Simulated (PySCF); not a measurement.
Can point charges reproduce the dipole moment of `C[Si@@H](C#N)N[C@@H]1[C@@H]2C[C@@H]21`?

Coordinates (GFN2-xTB, Å) and charges (e) from the PBE0/pcSseg-1 density (PySCF):

```json
{"atom": "C1", "x": "-1.459", "y": "1.270", "z": "0.790", "Mulliken": "-0.6352", "IAO": "-0.7189", "Hirshfeld": "-0.2073", "ESP-fitted": "-0.5475"}
{"atom": "Si2", "x": "-1.553", "y": "-0.598", "z": "0.494", "Mulliken": "+0.9618", "IAO": "+1.0293", "Hirshfeld": "+0.4378", "ESP-fitted": "+0.7173"}
{"atom": "C3", "x": "-2.962", "y": "-0.846", "z": "-0.730", "Mulliken": "-0.2256", "IAO": "-0.1839", "Hirshfeld": "-0.0450", "ESP-fitted": "+0.1027"}
{"atom": "N4", "x": "-3.797", "y": "-1.011", "z": "-1.497", "Mulliken": "-0.2168", "IAO": "-0.2118", "Hirshfeld": "-0.2157", "ESP-fitted": "-0.3912"}
{"atom": "N5", "x": "-0.064", "y": "-1.217", "z": "-0.100", "Mulliken": "-0.6433", "IAO": "-0.6745", "Hirshfeld": "-0.2282", "ESP-fitted": "-0.6250"}
{"atom": "C6", "x": "0.752", "y": "-0.618", "z": "-1.114", "Mulliken": "+0.0011", "IAO": "-0.0224", "Hirshfeld": "+0.0120", "ESP-fitted": "+0.0617"}
{"atom": "C7", "x": "2.229", "y": "-0.469", "z": "-0.910", "Mulliken": "-0.1220", "IAO": "-0.1609", "Hirshfeld": "-0.0554", "ESP-fitted": "-0.1723"}
{"atom": "C8", "x": "2.150", "y": "0.393", "z": "0.310", "Mulliken": "-0.1297", "IAO": "-0.2718", "Hirshfeld": "-0.0828", "ESP-fitted": "-0.2668"}
{"atom": "C9", "x": "1.351", "y": "0.733", "z": "-0.909", "Mulliken": "-0.1540", "IAO": "-0.1644", "Hirshfeld": "-0.0500", "ESP-fitted": "-0.1326"}
{"atom": "H10", "x": "-1.247", "y": "1.809", "z": "-0.130", "Mulliken": "+0.1548", "IAO": "+0.1660", "Hirshfeld": "+0.0463", "ESP-fitted": "+0.1468"}
{"atom": "H11", "x": "-0.677", "y": "1.516", "z": "1.502", "Mulliken": "+0.1498", "IAO": "+0.1637", "Hirshfeld": "+0.0468", "ESP-fitted": "+0.1450"}
{"atom": "H12", "x": "-2.398", "y": "1.649", "z": "1.183", "Mulliken": "+0.1513", "IAO": "+0.1654", "Hirshfeld": "+0.0488", "ESP-fitted": "+0.1365"}
{"atom": "H13", "x": "-1.875", "y": "-1.407", "z": "1.672", "Mulliken": "-0.0769", "IAO": "-0.1218", "Hirshfeld": "-0.0698", "ESP-fitted": "-0.1450"}
{"atom": "H14", "x": "0.096", "y": "-2.212", "z": "-0.034", "Mulliken": "+0.2096", "IAO": "+0.2671", "Hirshfeld": "+0.1210", "ESP-fitted": "+0.3148"}
{"atom": "H15", "x": "0.431", "y": "-0.855", "z": "-2.131", "Mulliken": "+0.1264", "IAO": "+0.1325", "Hirshfeld": "+0.0426", "ESP-fitted": "+0.0963"}
{"atom": "H16", "x": "3.063", "y": "-0.785", "z": "-1.500", "Mulliken": "+0.0930", "IAO": "+0.1621", "Hirshfeld": "+0.0605", "ESP-fitted": "+0.1510"}
{"atom": "H17", "x": "3.007", "y": "1.017", "z": "0.535", "Mulliken": "+0.1275", "IAO": "+0.1443", "Hirshfeld": "+0.0483", "ESP-fitted": "+0.1507"}
{"atom": "H18", "x": "1.638", "y": "0.016", "z": "1.184", "Mulliken": "+0.1324", "IAO": "+0.1387", "Hirshfeld": "+0.0295", "ESP-fitted": "+0.1138"}
{"atom": "H19", "x": "1.306", "y": "1.625", "z": "-1.497", "Mulliken": "+0.0957", "IAO": "+0.1615", "Hirshfeld": "+0.0610", "ESP-fitted": "+0.1438"}
```

Q: Form Σ q r in debye for every column and set it beside the full dipole.

A: The full density gives (4.04, 0.92, 1.41) D, 4.38 D in size; dipole vectors point from the negative to the positive end.

| scheme | μx | μy | μz | size (D) | share of the full size (%) | angle to the full dipole (°) |
| --- | --- | --- | --- | --- | --- | --- |
| Mulliken | 3.74 | 1.01 | 3.16 | 5.00 | 114 | 20 |
| IAO | 3.00 | 0.46 | 1.81 | 3.54 | 81 | 13 |
| Hirshfeld | 3.08 | 0.43 | 1.33 | 3.39 | 77 | 6 |
| ESP-fitted | 4.03 | 0.92 | 1.43 | 4.38 | 100 | 0 |

Q: Which set comes closest?

A: Length of the difference vector: ESP-fitted 0.01 D, Hirshfeld 1.08 D, IAO 1.20 D, Mulliken 1.77 D. Closest: ESP-fitted. The schemes that divide the density aren't constrained to reproduce the dipole.

Q: What is left for the Hirshfeld atoms' own dipoles?

A: The shares of the density sum to the whole, so what Σ q r misses lies in dipoles about the nuclei. The atomic dipoles sum to (4.04, 0.92, 1.41) − (3.08, 0.43, 1.33) = (0.96, 0.49, 0.08) D, 1.08 D in size.

Q: With the origin at the mean of the coordinates, (-0.001, 0.000, -0.152) Å, which are the largest single terms, by size, of the IAO dipole along the direction of the full one?

A: Si2 -6.67, N4 +4.22, C8 -2.89, C3 +2.74, C1 +2.68 D; all 19 atoms together +3.45 D. The single terms depend on the origin, their sum doesn't.

Q: Give the size of the full dipole in other units.

A: 4.38 D = 1.723 au = 0.912 e·Å = 14.60 × 10⁻³⁰ C·m.

Isolated species at its GFN2-xTB geometry (one conformer only).

The values belong to the conformer `[CH3:1][Si@@H:2]([C:3]#[N:4])[NH:5][C@@H:6]1[C@@H:7]2[CH2:8][C@H:9]12`: C1–Si2–N5–C6 -44°, Si2–N5–C6–C7 133°.
